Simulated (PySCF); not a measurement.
Electronic structure of S²⁺ (sulfur, charge +2) at the PBE level

Configuration: [Ne] 3s2 3p2, high-spin 3P determinant. Calculation: PySCF 2.14, in aug-cc-pwCVDZ (6s5p3d, 36 functions); the non-relativistic Hamiltonian (point nucleus).

```json
{
  "Total energy": "-396.6953 hartree",
  "One-electron energy": "-535.2409 hartree",
  "Hartree (Coulomb) energy": "163.3050 hartree",
  "Exchange-correlation energy": "-24.7594 hartree",
  "Kinetic energy": "395.77063 hartree",
  "⟨S²⟩": "2.0027",
  "⟨L²⟩": "2.012",
  "Sum of ⟨r⟩": "10.50 bohr",
  "Sum of ⟨r²⟩": "15.07 bohr²",
  "Traceless quadrupole moment −½Σ⟨3z² − r²⟩ along its main axis": "1.34 e·bohr²",
  "Density at the nucleus (Gaussians lack the cusp)": "2590 bohr⁻³",
  "Spin density at the nucleus": "-0.0644 bohr⁻³",
  "Langevin diamagnetic susceptibility": "-11.9 ×10⁻⁶ cm³/mol"
}
```

| shell | electrons | mean orbital energy (hartree) | spread (hartree) | rms radius, mean of both spins (bohr) |
| --- | --- | --- | --- | --- |
| 1s α | 1 | -89.08734 | 0 | 0.113 |
| 1s β | 1 | -89.07484 | 0 | 0.113 |
| 2s α | 1 | -8.67429 | 0 | 0.523 |
| 2s β | 1 | -8.66156 | 0 | 0.523 |
| 2p α | 3 | -6.69717 | 0.01327 | 0.494 |
| 2p β | 3 | -6.67977 | 0.02769 | 0.494 |
| 3s α | 1 | -1.47703 | 0 | 1.70 |
| 3s β | 1 | -1.38430 | 0 | 1.70 |
| 3p α | 2 | -1.06333 | 0 | 1.90 |
